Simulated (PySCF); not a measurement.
CH7BO2Si, SMILES OB(O)C[SiH3].

Geometry optimised at B3LYP-D3(BJ)/def2-SVP. The structure was generated by enumeration, and PubChem lists no compound with its InChIKey, so it may never have been made. The values are those of a single conformer.

Method: PySCF with TDA-PBE/def2-SVPD.

Vertical excitations. The molecule is in vacuum.

```json
[
 {"state": "S1", "energy (eV)": "6.50", "λ (nm)": "191", "f": "0.013", "main pairs": "HOMO→LUMO 99 %"},
 {"state": "S2", "energy (eV)": "6.74", "λ (nm)": "184", "f": "0.002", "main pairs": "HOMO−1→LUMO 100 %"},
 {"state": "S3", "energy (eV)": "7.17", "λ (nm)": "173", "f": "0.008", "main pairs": "HOMO−2→LUMO 97 %"},
 {"state": "S4", "energy (eV)": "7.34", "λ (nm)": "169", "f": "0.049", "main pairs": "HOMO→LUMO+1 72 %, HOMO−3→LUMO 19 %"},
 {"state": "S5", "energy (eV)": "7.40", "λ (nm)": "168", "f": "0.028", "main pairs": "HOMO−3→LUMO 76 %, HOMO→LUMO+1 12 %"},
 {"state": "S6", "energy (eV)": "7.48", "λ (nm)": "166", "f": "0.000", "main pairs": "HOMO→LUMO+2 87 %"},
 {"state": "S7", "energy (eV)": "7.63", "λ (nm)": "163", "f": "0.054", "main pairs": "HOMO−4→LUMO 92 %"},
 {"state": "S8", "energy (eV)": "7.72", "λ (nm)": "161", "f": "0.014", "main pairs": "HOMO−1→LUMO+2 79 %, HOMO−1→LUMO+1 16 %"},
 {"state": "S9", "energy (eV)": "7.81", "λ (nm)": "159", "f": "0.006", "main pairs": "HOMO→LUMO+3 84 %"},
 {"state": "S10", "energy (eV)": "7.85", "λ (nm)": "158", "f": "0.002", "main pairs": "HOMO→LUMO+4 51 %, HOMO−1→LUMO+1 18 %"},
 {"state": "T1", "energy (eV)": "6.33", "λ (nm)": "196", "f": "0", "main pairs": "HOMO→LUMO 100 %"},
 {"state": "T2", "energy (eV)": "6.62", "λ (nm)": "187", "f": "0", "main pairs": "HOMO−1→LUMO 100 %"},
 {"state": "T3", "energy (eV)": "6.86", "λ (nm)": "181", "f": "0", "main pairs": "HOMO→LUMO+1 96 %"},
 {"state": "T4", "energy (eV)": "6.96", "λ (nm)": "178", "f": "0", "main pairs": "HOMO−2→LUMO 97 %"}
]
```
Triplets are in the Tamm–Dancoff approximation.
